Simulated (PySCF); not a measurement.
**Stationary points of BiS₂⁻**

Level of theory: PBE0/[Bi def2-TZVPD with ECP60, S def2-TZVPD], scalar-relativistic core potentials, density fitting, no spin–orbit coupling, PySCF.

Relaxations began from a few typed shapes. The search is not exhaustive: other isomers or separated fragments can lie lower, and high-lying points may rest on an excited occupation.

Which is the lowest minimum found?
A. singlet C2v: Bi–S 2.373 Å (×2); S–Bi–S 111.6°
B. singlet D∞h: Bi–S 2.494 Å (×2); S–Bi–S 180.0°

A. The others lie at 171.8 (singlet D∞h, a saddle point) kJ/mol above it.

Counting electrons, bismuth keeps 2 of its valence electrons outside its bonds, so the VSEPR class is AX2E1 and the expected shape is bent (C2v), as computed.

For the lowest minimum: the lowest empty level of this anion is unbound, so it and the gap depend on the basis. Spin–orbit coupling, left out here, can matter for elements this heavy.
